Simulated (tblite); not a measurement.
C3H9NSi.
Atom-mapped SMILES: `[CH2:1]=[N:2][SiH2:3][CH2:4][CH3:5]` (hydrogens: H6, H7 on C1; H8, H9 on Si3; H10, H11 on C4; H12, H13, H14 on C5)

Structure used (GFN2-xTB), in Å, numbered top down from 1:
```xyz
14
C3H9NSi angstrom
C      2.5266   -0.1824   -0.7235
N      1.4018   -0.3208   -0.2051
Si     0.5048    0.5220    1.0013
C     -1.0829    1.0933    0.1206
C     -1.9211   -0.0675   -0.4005
H      3.2447    0.6019   -0.4639
H      2.8506   -0.8803   -1.4930
H      0.2381   -0.5250    1.9876
H      1.1486    1.6822    1.6376
H     -1.6814    1.6825    0.8172
H     -0.8351    1.7565   -0.7104
H     -1.3396   -0.6821   -1.0829
H     -2.2541   -0.6957    0.4227
H     -2.8017    0.2949   -0.9300
```

Method: GFN2-xTB as coded in tblite; computed harmonic values from a numerical Hessian at the method's own geometry, unscaled. This tight-binding method is rough: wavenumbers can miss measured ones by several per cent, in bad cases by 10 to 20. Modes of hydrogen on silicon can be 10 to 20 % off. One conformer, not necessarily the lowest.

Harmonic wavenumbers (cm⁻¹): 48.3, 93.9, 151.8, 231.6, 234.3, 295.4, 457.6, 514.4, 586.7, 663.1, 718.3, 731.0, 783.0, 806.1, 985.5, 999.1, 1022.9, 1081.5, 1142.4, 1246.0, 1293.5, 1416.8, 1455.0, 1490.3, 1509.4, 1510.9, 1767.8, 2177.7, 2262.4, 2862.7, 2962.5, 2965.8, 2983.3, 3005.4, 3030.9, 3041.9.

A = 7050, B = 2292, C = 1939 MHz; mass 87.050 u (most abundant isotopes); point group C1, symmetry number 1.

Zero-point energy?

½Σν̃ = 24265 cm⁻¹ = 290.27 kJ/mol.

Entropy at 273.15 K, 1 bar (ideal gas, RRHO, classical rotation)?

Translation 162.74, rotation 110.75, vibration 76.33: S = 349.8 J/(mol K).

And Cp and H(273.15 K) − H(0)?

Cp = 113.67 J/(mol K), of which vibrations give 80.42 (their classical limit is 36 R = 299.3); H(273.15 K) − H(0) = 20.16 kJ/mol without the zero-point energy, 11.08 from vibrations.

Which modes carry the vibrational entropy at 273.15 K?

48.3 cm⁻¹: 19.72; 93.9 cm⁻¹: 14.25; 151.8 cm⁻¹: 10.39; 231.6 cm⁻¹: 7.16; 234.3 cm⁻¹: 7.07; 295.4 cm⁻¹: 5.43 J/(mol K); the other 30 give 12.31 together.

Blend soft modes into free rotors: weight 1/[1 + (100 cm⁻¹/ν̃)⁴] for the oscillator and the rest for a rotor with moment μB/(μ + B), μ = h/(8π²ν), B = 10⁻⁴⁴ kg m². What vibrational entropy results?

70.14 J/(mol K) in place of 76.33, which changes −T·S at 273.15 K by +1.69 kJ/mol.

Hindered rotation and anharmonicity are outside this model. Other conformers, if any are populated, would add a mixing term that is left out. The structure is chiral; the term R ln 2 for an equal mix with its mirror image is left out.
